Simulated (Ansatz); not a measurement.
Start from `[F][Sn]([F])([SiH3])[Cl]` and change one atom or group to get `[F][SnH]([F])[SiH3]`.

Ansatz, PBE0-D4/def2-TZVP geometries, multiplicity 1. 

Elements past krypton have def2 core potentials.

```
                                          property  `[F][Sn]([F])([SiH3])[Cl]`
    size of the dipole moment (PBE/def2-TZVPP) / D                        4.72
               LUMO energy (B3LYP/def2-TZVPP) / eV                       -2.31
               HOMO–LUMO gap (PBE/def2-TZVPP) / eV                        4.93
                LUMO energy (PBE0/def2-TZVPP) / eV                       -2.02
size of the dipole moment (ωB97M-V/def2-TZVPP) / D                        5.00
               HOMO energy (B3LYP/def2-TZVPP) / eV                       -8.91
```

(1) Give the same properties after the change, and the shifts. (Best estimate.)

Answers

(1) Computed: 
```tsv
property	`[F][SnH]([F])[SiH3]`	shift
size of the dipole moment (PBE/def2-TZVPP) / D	3.90	-0.82
LUMO energy (B3LYP/def2-TZVPP) / eV	-1.37	0.94
HOMO–LUMO gap (PBE/def2-TZVPP) / eV	5.49	0.56
LUMO energy (PBE0/def2-TZVPP) / eV	-1.07	0.95
size of the dipole moment (ωB97M-V/def2-TZVPP) / D	4.18	-0.82
HOMO energy (B3LYP/def2-TZVPP) / eV	-8.52	0.39
```

With PBE0 the HOMO rises by 0.43 eV and the LUMO rises by 0.95 eV, so the gap widens by about 0.52 eV. PBE moves the HOMO by 0.38 eV and ωB97M-V by 0.45 eV. Dipoles are sizes alone; their direction can turn.

B3LYP here is the variant with VWN-RPA as its local correlation; programs differ in this.
